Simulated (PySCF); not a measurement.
**Bond length, frequency and bond energy of ZrH⁺ by level of theory**

State: ³Δ (triplet), unpaired electrons σ ↑, δ ↑. Set-up: Zr def2-TZVPPD with ECP28, H def2-TZVPPD; scalar-relativistic core potentials (PySCF 2.14). De refers to Zr⁺ (4d2 5s1) + H in their high-spin ground configurations, without counterpoise correction. The functionals are run spin-unrestricted. A positive dipole points towards H; it is taken about the centre of mass and depends on that origin.

```csv
Level,Re (Å),ωe (cm⁻¹),De (eV),μ (D),"CPU s a point (SCF and correlation, without the integrals)"
UHF,1.828,1710,n/a,-3.70,0.39
UHF-MP2,1.781,1849,n/a,n/a,0.62
UHF-SCS-MP2,1.787,1840,n/a,n/a,n/a
UHF-CCSD,1.805,1747,2.56,n/a,n/a
UHF-CCSD(T),1.806,1738,2.61,n/a,14
PBE,1.808,1739,n/a,-2.42,0.43
BLYP,1.813,1729,n/a,-2.40,0.29
BP86,1.808,1742,n/a,-2.41,0.29
r²SCAN,1.804,1773,n/a,-2.71,0.6
B3LYP,1.805,1760,n/a,-2.67,0.74
PBE0,1.801,1768,n/a,-2.76,0.94
MN15,1.786,1826,n/a,-2.95,0.9
M06-2X,1.806,1765,n/a,-2.81,0.95
ωB97X,1.807,1766,n/a,-3.35,3.5
```

The bond length runs from 1.781 Å (UHF-MP2) to 1.828 Å (UHF).

Correlated steps freeze no core orbitals. De is left out where the level can put another filling of the metal’s s and d shells below the measured ground configuration, by anything from nothing to about 1 eV. Spin–orbit coupling is left out, which matters for elements this heavy, above all for dissociation energies. For an ion De counts to the pair picked by the measured ionisation energies or electron affinities, which need not be the lowest pair at this level. With d or f electrons several states lie close, and the lowest PBE0 determinant need not be the measured ground state.

The whole job (state search and all levels along the bond) took about 4.8 min on 1 thread of AMD EPYC 9R45 96-Core (shared host), peak memory 1.9 GiB.
